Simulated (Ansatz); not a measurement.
Computed with Ansatz on PBE0-D4/def2-TZVP structures; ΔE is electronic, products minus reactants. CCSD(T)/CBS adds triple-zeta CCSD(T) − MP2 to the extrapolated MP2 energy (def2 sets, frozen cores). Functionals use def2-TZVPP. B3LYP here is the variant with VWN-RPA as its local correlation; programs differ in this. Each species was taken in one conformer, which may not be the lowest.

Consider the redistribution: `CO[SiH](N)O` + `CO[Si](O)([SiH3])Cl` → `CO[Si](N)(O)O` + `CO[SiH]([SiH3])Cl`.

```tsv
level	ΔE (kJ/mol)	difference from CCSD(T)/CBS
PBE-D4	-4.9	3.0
r2SCAN-D4	-7.3	0.6
PBE0-D4	-7.8	0.1
B3LYP-D4	-6.5	1.4
ωB97M-V	-7.3	0.6
PBE	-5.4	2.5
r2SCAN	-7.5	0.4
PBE0	-8.4	-0.5
B3LYP	-7.5	0.4
MP2/def2-TZVPP	-7.1	0.8
SCS-MP2/def2-TZVPP	-7.9	0.0
CCSD/def2-TZVPP	-10.1	-2.2
CCSD(T)/def2-TZVPP	-8.9	-1.0
HF/def2-QZVPP	-12.3	-4.4
MP2/def2-QZVPP	-6.4	1.5
SCS-MP2/def2-QZVPP	-7.3	0.6
CCSD(T)/CBS	-7.9	0
```

Largest T1 diagnostic among the species: 0.012.

In def2-TZVPP, CCSD(T) changes the Hartree–Fock value by +3.7 kJ/mol (the triples alone add +1.2 kJ/mol) and MP2 by +5.5 kJ/mol.
